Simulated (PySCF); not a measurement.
In(Br)(OH)2 (BrH2InO2), SMILES [OH][In]([OH])[Br]. Atoms are numbered in the order given.

```xyz
6

In    -0.0021     0.6714     0.0000
Br    -0.0178    -1.8141     0.0000
O     -1.7353     1.6575     0.0000
H     -1.5780     2.6139     0.0000
O      1.7131     1.7017     0.0000
H      2.4806     1.1110     0.0000
```

Geometry: B3LYP-D3(BJ)/def2-SVP. The structure was generated by enumeration; whether it is a known compound was not checked. The def2 effective core potentials stand for the cores of In; spin–orbit coupling is left out. Other conformers were not sampled.

These are PBE0/def2-TZVP (PySCF) values and carry that method's errors.

ESP charges are fitted to the potential on shells at 1.4 to 2.0 van der Waals radii. Atomic charges (e):

```
atom  Mulliken  ESP fit
----  --------  -------
In1       0.98      ___
Br2      -0.34      ___
O3       -0.63      ___
H4        0.32      ___
O5       -0.65      ___
H6        0.32      ___
```

Fill in the missing entries. (The exact figures need the calculation; the answer reports its results.)


- In1, ESP fit: 0.90
- Br2, ESP fit: -0.26
- O3, ESP fit: -0.72
- H4, ESP fit: 0.42
- O5, ESP fit: -0.67
- H6, ESP fit: 0.33
